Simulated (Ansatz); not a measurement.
One change: `C=C[Si](O)(Cl)O[SiH3]` becomes `C=C[Si](N)(Cl)O[SiH3]`.

Ansatz, PBE0-D4/def2-TZVP geometries, multiplicity 1. Each molecule was computed in one conformer, which needn't be the lowest.

| property | `C=C[Si](O)(Cl)O[SiH3]` |
| --- | --- |
| HOMO–LUMO gap (PBE0/def2-TZVPP) / eV | 7.54 |
| LUMO energy (ωB97M-V/def2-TZVPP) / eV | 1.34 |
| HOMO energy (B3LYP/def2-TZVPP) / eV | -8.04 |
| size of the dipole moment (B3LYP/def2-TZVPP) / D | 0.60 |
| HOMO energy (PBE0/def2-TZVPP) / eV | -8.30 |
| size of the dipole moment (ωB97M-V/def2-TZVPP) / D | 0.60 |

Task: What does the change do to each property? (An estimate is asked.)

Result: Computed: 
```json
{"property": "HOMO–LUMO gap (PBE0/def2-TZVPP) / eV", "`C=C[Si](N)(Cl)O[SiH3]`": "7.14", "shift": "-0.40"}
{"property": "LUMO energy (ωB97M-V/def2-TZVPP) / eV", "`C=C[Si](N)(Cl)O[SiH3]`": "1.41", "shift": "0.07"}
{"property": "HOMO energy (B3LYP/def2-TZVPP) / eV", "`C=C[Si](N)(Cl)O[SiH3]`": "-7.57", "shift": "0.47"}
{"property": "size of the dipole moment (B3LYP/def2-TZVPP) / D", "`C=C[Si](N)(Cl)O[SiH3]`": "2.04", "shift": "1.44"}
{"property": "HOMO energy (PBE0/def2-TZVPP) / eV", "`C=C[Si](N)(Cl)O[SiH3]`": "-7.83", "shift": "0.47"}
{"property": "size of the dipole moment (ωB97M-V/def2-TZVPP) / D", "`C=C[Si](N)(Cl)O[SiH3]`": "2.06", "shift": "1.46"}
```

With PBE0 the HOMO rises by 0.47 eV and the LUMO rises by 0.08 eV, so the gap narrows by about 0.39 eV. PBE moves the HOMO by 0.77 eV and ωB97M-V by 0.35 eV. Dipoles are sizes alone; their direction can turn.

B3LYP here is the variant with VWN-RPA as its local correlation; programs differ in this.
